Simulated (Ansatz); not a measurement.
Cl$_{3}$H$_{2}$NSi, SMILES `N[Si](Cl)(Cl)Cl`, relaxed with RKS PBE-D4/def2-SVP in the Gaussian-basis code of Ansatz from a rough embedded geometry. The force threshold is 0.03 eV/Å; the program also tests the step.

Total charge 0; spin multiplicity 1.

Start:

```xyz
7

N    -1.120   -0.332    0.054
Si    0.458    0.184    0.190
Cl    1.296    0.121   -1.643
Cl    0.650    2.015    0.855
Cl    1.541   -1.038    1.421
H    -1.202   -1.234   -0.294
H    -1.623    0.283   -0.583
```

| step | energy (eV) | largest force (eV/Å) | largest move (Å) |
| --- | --- | --- | --- |
| 1 | -46936.3865 | 2.669 | 0.000 |
| 2 | -46936.7493 | 0.801 | 0.194 |
| 3 | -46936.7803 | 0.331 | 0.068 |
| 4 | -46936.7853 | 0.439 | 0.148 |
| 5 | -46936.7943 | 0.188 | 0.056 |
| 6 | -46936.7987 | 0.014 | 0.050 |

End:

```xyz
7

N    -1.101   -0.320   -0.006
Si    0.533    0.170    0.101
Cl    1.594    0.171   -1.682
Cl    0.571    2.100    0.824
Cl    1.506   -1.124    1.376
H    -1.319   -1.305   -0.174
H    -1.784    0.306   -0.439
```

It took 6.5 s on 4 threads of an Arm Neoverse V2 on a shared host, with 0.14 GiB of host memory at the peak.
